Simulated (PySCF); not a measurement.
Calculation: M06-2X/def2-TZVP // PBE0-D3(BJ)/def2-TZVP (PySCF). All species are isolated molecules in the gas phase. Excitations are Tamm–Dancoff values on a coarser integration grid. The basis has no diffuse functions, so Rydberg states are missing or too high.

Reference species (SMILES): `[F][SnH]([F])[F]` (neutral, multiplicity 1).

```
Quantity                Value
-------------------  --------
T1 excitation (TDA)   6.89 eV
S1–T1 gap (TDA)       1.70 eV
LUMO                 -1.06 eV
HOMO–LUMO gap        11.61 eV
```

Changed species: `[F][SnH2][F]` (2 of 4 F replaced by H; the reference has 1 of 4 F replaced by H).

Q: Give the shifts of the T1 excitation (TDA), S1–T1 gap (TDA), LUMO and HOMO–LUMO gap.

A: the T1 excitation (TDA) decreases by 0.05 eV, to 6.84 eV; the S1–T1 gap (TDA) decreases by 0.78 eV, to 0.92 eV; the LUMO rises by 0.84 eV, to -0.22 eV; the HOMO–LUMO gap falls by 0.59 eV, to 11.02 eV.
